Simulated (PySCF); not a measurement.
# Which determinant of SbH⁺ lies lowest?

Unrestricted PBE0; Sb cc-pVTZ-PP with ECP28, H cc-pVTZ; scalar-relativistic core potentials (PySCF 2.14). Outer shells of the fragments: Sb+ 4d10 5s2 5p2; H 1s1.

Followed along the bond (rough minima from three points):

```csv
2Ms+1,unpaired,⟨S²⟩ at the start,R at minimum (Å),Te (eV)
2,π ↑,0.75,1.72,0.00
4,"σ ↑, π ↑↑",3.76,none in the scan,≤ 1.83
```

Solutions found at the starting distance of 1.785 Å, counted from the lowest of them; the search is not exhaustive and high or unbound solutions are not listed, so other states can lie among these:

```tsv
2Ms+1	unpaired	term	E (eV)	⟨S²⟩	⟨Lz²⟩	μ (D)
2	π ↑	²Π	0.00	0.75	1.00	0.34
4	σ ↑, π ↑↑	⁴Σ⁻	1.81	3.76	0.00	1.24
2	σ ↓, π ↑↑	mixed	2.31	1.77	0.00	1.38
2	σ ↑, π ↑↓	mixed	2.42	1.77	2.02	1.33
2	σ ↑	mixed	3.45	0.76	2.01	1.33
4	σ ↑↑, π ↑	⁴Π	5.77	3.75	1.00	0.72
2	π ↑	²Π	8.11	0.80	1.01	2.01
```

A term symbol is given only where ⟨S²⟩ and ⟨Lz²⟩ are close to those of a pure state; real π, δ and φ orbitals otherwise mix terms. A positive dipole points towards H; it is taken about the centre of mass and depends on that origin.

Spin–orbit coupling is left out. Counting both spins, an empty level lies below a filled one in some of these solutions, because spin and occupation are held.
